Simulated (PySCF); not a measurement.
Match the calculated data to a structure.

All candidates are C7H5FN2.

* Triplet: lowest triplet excitation (Tamm–Dancoff): 3.56 eV [TDA PBE0/def2-SVPD]
* UV, first state: lowest singlet excitation: 4.41 eV (281 nm, f = 0.000) [TDDFT PBE0/def2-SVPD]
* 1H NMR: chemical shifts (computed TMS as zero) by class: 8.81 (1 H), 2.71 (1 H), 2.40 (3 H) ppm [GIAO PBE0/pcSseg-1]
* UV, strongest line: among the 6 lowest singlet transitions: S4 at 5.17 eV (240 nm, f = 0.276) [TDDFT PBE0/def2-SVPD]
* Polarisability: 97.5 au [PBE0/def2-SVPD]
* 13C NMR: chemical shifts (computed TMS as zero) by class: 178.1 (1 C), 166.0 (1 C), 154.7 (1 C), 122.7 (1 C), 86.6 (1 C), 86.4 (1 C), 14.3 (1 C) ppm [GIAO PBE0/pcSseg-1]
* Dipole: 2.43 D [PBE0/def2-SVPD]
* Rotational structure: rotational constants A, B, C: 3.134, 0.944, 0.729 GHz [GFN2-xTB]

Electronic properties: PySCF, gas phase, density fitting. Levels stand in brackets. Isolated species at its GFN2-xTB geometry, gas phase. Each NMR value is the plain mean over a class of atoms that symmetry, rotation or inversion makes alike.

Question: Which candidate is it?
A. `C#Cc1nnc(C)cc1F`
B. `Fc1cn2ccccc2n1`
C. `N#CC(C#N)=CC/C=C/F`
D. `C#Cc1ncc(C)c(F)n1`
E. `Fc1cccc2[nH]ncc12`

Answer: D. It is `C#Cc1ncc(C)c(F)n1`. Numbering: `[CH:1]#[C:2][c:3]1[n:4][cH:5][c:6]([CH3:7])[c:8]([F:9])[n:10]1`. Its formula, C7H5FN2, gives 6 degrees of unsaturation: 1 ring and 5 π bonds in the structure found (Kekulé form). 7 carbons fall into 7 classes; from least to most shielded: aromatic C–F carbon [C8] (178.1 ppm), aromatic CH next to a ring nitrogen [C5] (166.0 ppm), substituted aromatic carbon [C3] (154.7 ppm), substituted aromatic carbon [C6] (122.7 ppm), alkyne carbon [C2] (86.6 ppm), terminal alkyne carbon [C1] (86.4 ppm), benzylic-type carbon [C7] (14.3 ppm). Hydrogen classes from least to most shielded: 1 H on an aromatic CH next to a ring nitrogen, C5 (8.81 ppm), 1 H on a terminal alkyne carbon, C1 (2.71 ppm), 3 H on a benzylic-type carbon, C7 (2.40 ppm, a mean of values up to 0.5 ppm apart in this geometry). S1 is mainly HOMO−1→LUMO (weight 0.99); the largest Löwdin shares of the orbital it empties are 0.42 on a pyridine-type nitrogen, 0.23 on a pyridine-type nitrogen, 0.07 on the aromatic CH next to a ring nitrogen and 0.06 on the alkyne carbon, of the orbital it fills 0.18 on a substituted aromatic carbon, 0.15 on a substituted aromatic carbon, 0.14 on a pyridine-type nitrogen and 0.14 on the terminal alkyne carbon. By its constants the optimised geometry is an asymmetric top.

The others, at the same levels:
- `Fc1cn2ccccc2n1` fails: its computed 13C shifts are 171.4 (1 C), 143.3 (1 C), 128.8 (1 C), 128.5 (1 C), 124.3 (1 C), 118.3 (1 C), 95.3 (1 C) ppm, 1H shifts are 8.26 (1 H), 7.86 (1 H), 7.47 (1 H), 7.16 (1 H), 7.12 (1 H) ppm and rotational constant A is 4.051 GHz (against 3.134 GHz).
- `N#CC(C#N)=CC/C=C/F` fails: its computed 13C shifts are 175.2 (1 C), 163.6 (1 C), 118.2 (1 C), 116.9 (1 C), 110.5 (1 C), 93.1 (1 C), 34.6 (1 C) ppm, 1H shifts are 7.42 (1 H), 7.13 (1 H), 5.51 (1 H), 3.31 (2 H) ppm and rotational constant A is 2.212 GHz (against 3.134 GHz).
- `C#Cc1nnc(C)cc1F` fails: its computed 13C shifts are 175.6 (1 C), 162.6 (1 C), 140.3 (1 C), 115.6 (1 C), 98.2 (1 C), 80.6 (1 C), 25.1 (1 C) ppm, 1H shifts are 7.08 (1 H), 3.38 (1 H), 3.02 (3 H) ppm and lowest singlet excitation is 3.35 eV (370 nm, f = 0.002) (against 4.41 eV).
- `Fc1cccc2[nH]ncc12` fails: its computed 13C shifts are 166.1 (1 C), 147.5 (1 C), 134.4 (1 C), 132.4 (1 C), 119.0 (1 C), 111.4 (1 C), 108.4 (1 C) ppm, 1H shifts are 9.59 (1 H), 8.22 (1 H), 7.62 (1 H), 7.40 (1 H), 7.16 (1 H) ppm and rotational constant A is 2.253 GHz (against 3.134 GHz).

Each candidate is one conformer, not necessarily the lowest. The conformers computed, where there is a choice (atom-mapped SMILES and torsion angles):
- `[N:1]#[C:2][C:3]([C:4]#[N:5])=[CH:6][CH2:7]/[CH:8]=[CH:9]/[F:10]`: C3–C6–C7–C8 111°, C6–C7–C8–C9 -112°
